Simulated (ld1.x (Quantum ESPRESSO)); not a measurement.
## Before and after: PAW potential for Pb (Z = 82)

- Element: lead
- Generator: ld1.x (Quantum ESPRESSO) 7.5
- Type: PAW
- Functional: PBE
- Relativity: scalar-relativistic
- Frozen core: [Xe] 4f14 5d10
- Valence charge: 4
- Reference configuration: 6s1 6p0 (charge +3)
- Partial waves: 6s (bound): rcut 1.85, rcutus 2.20 bohr; 6s channel at -0.45 Ry: rcut 1.85, rcutus 2.20 bohr; 6p (bound, empty): rcut 2.30, rcutus 2.60 bohr; 6p channel at -1.4 Ry: rcut 2.30, rcutus 2.60 bohr; 6d channel at 0.25 Ry: rcut 2.05, rcutus 2.65 bohr; 6d channel at 1.75 Ry: rcut 2.05, rcutus 2.65 bohr
- Local potential: all-electron potential smoothed inside 2.15 bohr (lloc = -2)
- Core correction: Bessel-smoothed model core inside 2.05 bohr
- Augmentation charge: PSQ, inside the norm-conserving radii

Change: reference 6s1.5 6p2.5.

Cutoffs: the cutoffs (Ry, on a coarse ladder) from which the occupation-weighted sum of valence levels, in a spherical-Bessel basis at the reference potential, stays within 10 and 1 mRy of its value at 400 Ry; they do not see the model core or the augmentation charge, which bear on the density cutoff. Errors are all-electron minus pseudo energies relative to the spin-unpolarised reference configuration.

Q: What does the change do?

A: A bound ghost appears in d, which as a rule spoils a file; the range in which the s phases agree narrows (upper end at the end of the scan → 2.5); the range in which the d phases agree widens (upper end 3.3 → at the end of the scan).

| quantity | base | changed |
| --- | --- | --- |
| cutoffs, loose and tight | 6 Ry, 8 Ry | not determined |
| bound ghosts | none | d (p not tested, overlap not positive) |
| largest error over its own tests, meV | -565 | -540 |
| s: phases at 2.89 bohr within 0.05 rad from the reference energy up to (Ry; the scan ends near 5) | to the end of the scan | 2.5 |
| p: phases at 2.89 bohr within 0.05 rad from the reference energy up to (Ry; the scan ends near 5) | 1.7 | 2.5 |
| d: phases at 2.89 bohr within 0.05 rad from the reference energy up to (Ry; the scan ends near 5) | 3.3 | to the end of the scan |
| lowest overlap eigenvalue by channel | s 0.41, p 0.52, d 0.69 | s 0.37, p -0.00, d 0.81 |

Changed file: the overlap operator is not positive definite in a basis up to 400 Ry (lowest eigenvalue p -0.0040), so the file is unfit for use: the generalised eigenproblem breaks down once the basis is large enough, and its test numbers describe a broken file. A true bound ghost makes a file unfit for plane-wave use even where its test errors are small: the radial tests pick states by their node count and pass the ghost by.
